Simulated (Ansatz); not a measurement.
Ta(NH)(OH)3 (TaNO₃H₄). Total charge 0; triplet. Geometry PBE0-D4/def2-SVP, that of the neutral singlet; atoms count from 1.

```xyz
9

Ta    0.226    0.039   -0.047
N    -1.482   -0.270    0.303
H    -2.458   -0.446    0.503
O     0.970   -1.479   -0.942
H     0.618   -2.327   -1.223
O     1.156    0.344    1.597
H     0.885    0.365    2.517
O     0.365    1.585   -1.165
H    -0.279    2.189   -1.541
```

In the def2 sets Ta takes a core potential; there is no spin–orbit coupling. At PBE0-D4/def2-TZVP a singlet of charge 0 lies 5.37 eV below the triplet at the same geometry.

(1) Estimate the Mulliken populations from the PBE0/def2-TZVP orbitals of Ansatz.

(2) Where does the spin sit?

(3) And the Mayer bond orders between heavy atoms (over 0.3)?

## Answers

(1) 
| atom | charge (e) | spin (α − β) | d electrons |
| --- | --- | --- | --- |
| Ta1 | 1.35 | 0.94 | 2.83 |
| N2 | -0.49 | 1.02 | – |
| H3 | 0.24 | -0.03 | – |
| O4 | -0.69 | 0.01 | – |
| H5 | 0.33 | 0.00 | – |
| O6 | -0.67 | 0.00 | – |
| H7 | 0.30 | 0.04 | – |
| O8 | -0.67 | 0.00 | – |
| H9 | 0.30 | 0.04 | – |
Mulliken values depend strongly on the basis.

(2) Summed by element: Ta 0.94, N 1.02, H 0.04, O 0.00, of 2 unpaired in all. Largest on single atoms: N2 1.02, Ta1 0.94, H9 0.04.

(3) Ta1–N2 1.15 (1.77 Å); Ta1–O4 1.00 (1.91 Å); Ta1–O6 1.03 (1.91 Å); Ta1–O8 1.03 (1.91 Å).
